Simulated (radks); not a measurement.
Results of a calculation; reference values are marked as such.
Effect of the nuclear size on the rubidium ion Rb+, [Kr]. Level of theory: Dirac Kohn-Sham, LDA (Slater exchange, Perdew-Wang correlation), spin-unpolarised, spherical densities, finite nucleus; Fermi nuclear charge, rms radius 4.2036 fm (a radial shooting solver on a logarithmic mesh with Libxc functionals). The rms radius is varied about that value; shifts are against it.

rms radius (fm),total energy shift (eV),density at nucleus (e/bohr^3),1s1/2 shift (meV),2s1/2 shift (meV),3p1/2 shift (meV),4s1/2 shift (meV)
3.7286,-0.153,5.524e+04,-65.0,-6.65,0.098,-0.135
4.0397,-0.0548,5.486e+04,-23.2,-2.38,0.035,-0.048
4.2036,0,5.468e+04,0.000,0.000,0.000,0.000
4.5945,0.139,5.427e+04,58.8,6.02,-0.089,0.122
4.7585,0.200,5.411e+04,85.0,8.69,-0.129,0.176

Slopes of the eigenvalues against <r^2> in GHz/fm^2, as finite differences over the two radii next to the reference (eigenvalue slopes, not the field-shift constants of lines): 1s1/2 4140, 2s1/2 424, 3p1/2 -6.27, 4s1/2 8.60.
